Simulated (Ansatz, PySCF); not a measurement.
C2H6BFO2, SMILES C[C@@H](F)B(O)O.

Geometry optimised at B3LYP-D3(BJ)/def2-SVP. The structure was generated by enumeration; whether it is a known compound was not checked. One conformer was computed; it need not be the lowest.

Vertical ionisation energy (IE) and electron affinity (EA) in eV. Rows of orbital energies are one-electron estimates. Where ΔSCF, EOM or ADC give a negative EA the extra electron is unbound and the value depends on the basis.

```json
[
 {"level": "−ε(HOMO), −ε(LUMO), ωB97X/def2-TZVP (PySCF)", "IE": "11.07", "EA": "-2.38"},
 {"level": "−ε(HOMO), −ε(LUMO), PBE/def2-TZVP (PySCF)", "IE": "6.99", "EA": "0.46"},
 {"level": "ΔSCF, ωB97X-V/def2-SVPD (Ansatz), final states of multiplicity 2 and 2", "IE": "11.22", "EA": "-1.30"},
 {"level": "ΔSCF, PBE/def2-SVPD (Ansatz), final states of multiplicity 2 and 2", "IE": "10.35", "EA": "-0.79"}
]
```

What vertical singlet–triplet gap does ΔSCF give with ωB97X-V/def2-SVPD (Ansatz, a first-principles code) and with PBE/def2-SVPD (Ansatz)? (Estimate from the structure and the level; the computed values follow.)

7.82 and 6.54 eV (triplet above singlet where positive).
